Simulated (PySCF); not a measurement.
## Radial density of Cr (chromium, neutral)

UHF, [Ar] 3d4 4s1 5s1, high-spin 7D determinant (an excited configuration). Calculation: PySCF 2.14, in aug-cc-pVTZ-DK (8s7p5d3f2g, 93 functions); the spin-free X2C one-electron Hamiltonian (Gaussian nucleus).

```
r (bohr)  4πr²ρ (e/bohr)  4πr²(ρα − ρβ)
0.000867          0.1252         0.0001
 0.00146          0.3203         0.0001
 0.00245          0.8058         0.0003
 0.00413           1.972         0.0008
 0.00694           4.611         0.0019
  0.0117           9.932         0.0040
  0.0196           18.54         0.0071
  0.0330           27.14         0.0087
  0.0556           27.53         0.0042
  0.0935           21.89         0.0059
   0.157           28.34         0.0848
   0.264           27.52         0.4547
   0.445           10.85         1.7108
   0.748           13.33         3.1752
    1.26           6.936         2.3532
    2.12           1.313         1.0329
    3.56          0.3325         0.3313
    5.99          0.1143         0.1143
    10.1          0.1209         0.1209
    16.9        0.003854         0.0039
```

Densities and radii are taken from the X2C orbitals without a picture-change correction, which distorts them close to the nucleus.

The outer electron is Rydberg-like, and this basis confines it to a smaller radius and binds it less than a complete one would.
